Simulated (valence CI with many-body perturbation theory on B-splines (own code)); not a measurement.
**How close is CI+MBPT for Re³⁺?**

Computed by relativistic CI+MBPT: four valence electrons over a frozen Dirac-Fock core [Xe] 4f14, a basis of 7 s, 7 p, 8 d, 6 f, 4 g, 1 h functions for each j, with the one-electron correlation potential Σ1 (screened to all orders), the two-electron term Σ2, the three-electron term Σ3, Breit, model QED; selected single and double excitations, second order for the rest, scaled by the run's own slope (own B-spline code, finite nucleus).

Against 69 measured levels this calculation errs by 865 cm⁻¹ on average and by 2063 at most. These come from a selection out of Brasseur, Gamrath and Quinet, At. Data Nucl. Data Tables 157, 101636 (2024). Levels without a partner in it may be off by more, other configurations by 1,000 to 8,000 cm⁻¹. Among the levels kept, up to 360 cm⁻¹ of a level comes from second order outside the variational space, and about a tenth of that is noise between levels of different J, which matters for small intervals.

Measured levels: measured levels as listed in Brasseur, Gamrath and Quinet, At. Data Nucl. Data Tables 157, 101636 (2024). Pairs share parity and J, and are chosen by configuration, term and nearness in energy; levels without a clear partner are left out. Energies in cm⁻¹ above the measured ground level.

Names give the largest LS component (configuration and term), which can be under half, so a name can repeat, a term be missing and a line seem to break the LS rules; names also repeat where a configuration has a term twice. Letters in brackets count levels of one name in rising energy.

| Computed label | Label in the source | Measured | Computed | Difference |
| --- | --- | --- | --- | --- |
| 5d4 5D_0 | 5d4 5D | 0 | 0.0 | 0 |
| 5d4 5D_1 | 5d4 5D | 3084.1 | 2891.6 | -192 |
| 5d4 5D_2 | 5d4 5D | 5978.7 | 5712.9 | -266 |
| 5d4 5D_3 | 5d4 5D | 8350.2 | 8101.6 | -249 |
| 5d4 5D_4 | 5d4 5D | 10121.1 | 9966.4 | -155 |
| 5d4 3P_0 [a] | 5d4 | 14503.5 | 14793.0 | +290 |
| 5d4 3H_4 | 5d4 3H | 16946.4 | 16970.4 | +24 |
| 5d4 3P_1 [a] | 5d4 3P | 19339.9 | 19710.2 | +370 |
| 5d4 3G_3 | 5d4 3G | 19817.1 | 20069.6 | +252 |
| 5d4 3F_2 [a] | 5d4 3F | 19850.5 | 20254.6 | +404 |
| 5d4 3H_5 | 5d4 3H | 20929.5 | 20894.3 | -35 |
| 5d4 3H_6 | 5d4 3H | 22895.9 | 22830.2 | -66 |
| 5d4 3G_4 [a] | 5d4 | 24323.7 | 24422.6 | +99 |
| 5d4 3P_2 [a] | 5d4 | 24352.2 | 24867.1 | +515 |
| 5d4 3G_4 [b] | 5d4 | 26044.0 | 26331.3 | +287 |
| 5d4 3F_3 [a] | 5d4 3F | 26475.6 | 26844.3 | +369 |
| 5d4 3D_3 | 5d4 3D | 28526.3 | 29052.0 | +526 |
| 5d4 1D_2 [a] | 5d4 | 29201.0 | 29796.9 | +596 |
| 5d4 3G_5 | 5d4 3G | 30051.7 | 30167.7 | +116 |
| 5d4 3D_1 | 5d4 3D | 31542.7 | 32122.7 | +580 |
| 5d4 1I_6 | 5d4 1I | 32395.8 | 32345.7 | -50 |
| 5d4 1D_2 [b] | 5d4 | 35596.8 | 36295.1 | +698 |
| 5d4 1G_4 [a] | 5d4 | 36034.3 | 36466.2 | +432 |
| 5d4 1S_0 [a] | 5d4 1S | 36484.4 | 37452.4 | +968 |
| 5d4 1F_3 | 5d4 1F | 38457.7 | 39263.5 | +806 |
| 5d3 6s 5F_1 | 5d3(4F) 6s 5F | 39117.8 | 39928.1 | +810 |
| 5d3 6s 5F_2 | 5d3(4F) 6s 5F | 41099.6 | 41933.5 | +834 |
| 5d4 3P_2 [b] | 5d4 | 41601.6 | 42633.7 | +1032 |
| 5d3 6s 5F_3 | 5d3(4F) 6s 5F | 44328.5 | 45067.4 | +739 |
| 5d4 3F_4 | 5d4 3F | 44725.8 | 45596.9 | +871 |
| 5d4 3F_2 [b] | 5d4 | 45502.4 | 46355.9 | +854 |
| 5d4 3P_1 [b] | 5d4 3P | 45947.3 | 47010.4 | +1063 |
| 5d4 3F_3 [b] | 5d4 3F | 46525.2 | 47421.1 | +896 |
| 5d3 6s 5F_4 | 5d3(4F) 6s 5F | 47703.2 | 48452.4 | +749 |
| 5d4 3P_0 [b] | 5d4 | 48745.8 | 49840.6 | +1095 |
| 5d4 1G_4 [b] | 5d4 | 49208.9 | 50147.7 | +939 |
| 5d3 6s 5F_5 | 5d3(4F) 6s 5F | 50820.8 | 51612.9 | +792 |
| 5d3 6s 5P_2 | 5d3(4P) 6s | 52384.7 | 53747.2 | +1363 |
| 5d3 6s 5P_1 | 5d3(4P) 6s 5P | 53222.2 | 54554.2 | +1332 |
| 5d3 6s 3F_2 [a] | 5d3(4F) 6s 3F | 55502.7 | 56593.3 | +1091 |
| 5d3 6s 3G_3 | 5d3(2G) 6s | 57931.2 | 59112.9 | +1182 |
| 5d3 6s 5P_3 | 5d3(4P) 6s 5P | 58757.8 | 60015.2 | +1257 |
| 5d3 6s 3G_4 | 5d3(2G) 6s | 59116.8 | 60258.3 | +1142 |
| 5d3 6s 3D_1 [a] | 5d3(2D) 6s | 60858.3 | 62484.6 | +1626 |
| 5d3 6s 3P_0 [a] | 5d3(2P) 6s 3P | 61519.1 | 63173.0 | +1654 |
| 5d3 6s 3H_5 [a] | 5d3(2H) 6s | 61557.1 | 62632.2 | +1075 |
| 5d3 6s 3F_3 [a] | 5d3(4F) 6s 3F | 63119.8 | 64165.2 | +1045 |
| 5d3 6s 1G_4 | 5d3(2G) 6s | 63934.7 | 65156.5 | +1222 |
| 5d3 6s 3D_2 [a] | 5d3(2D) 6s | 64843.3 | 66326.0 | +1483 |
| 5d3 6s 3F_4 [a] | 5d3(4F) 6s 3F | 65907.5 | 66898.7 | +991 |
| 5d3 6s 3P_1 [a] | 5d3(2P) 6s 3P | 66323.8 | 67927.1 | +1603 |
| 5d3 6s 3H_6 | 5d3(2H) 6s 3H | 67802.2 | 68870.6 | +1068 |
| 5d3 6s 3H_5 [b] | 5d3(2H) 6s 3H | 69982.9 | 71071.6 | +1089 |
| 5d3 6s 3P_2 [a] | 5d3(4P) 6s | 70811.3 | 72440.0 | +1629 |
| 5d3 6s 3P_1 [b] | 5d3(4P) 6s | 71331.3 | 72947.8 | +1617 |
| 5d3 6s 3P_0 [b] | 5d3(4P) 6s 3P | 72990.9 | 74597.8 | +1607 |
| 5d3 6s 1H_5 | 5d3(2H) 6s 1H | 74604.6 | 75728.7 | +1124 |
| 5d3 6s 3F_2 [b] | 5d3(2F) 6s 3F | 75318.4 | 77119.9 | +1801 |
| 5d3 6s 3F_3 [b] | 5d3(2F) 6s 3F | 75421.4 | 77258.0 | +1837 |
| 5d3 6s 3F_4 [b] | 5d3(2F) 6s 3F | 75722.0 | 77191.0 | +1469 |

The table shows the lowest 60 pairs. Over 69 excited levels the mean absolute difference is 865 cm⁻¹, the median 854 and the largest 2063. The comparison draws on a selection of the measured levels: 70 of the 206 computed ones have a partner in it, and others may be off by more.
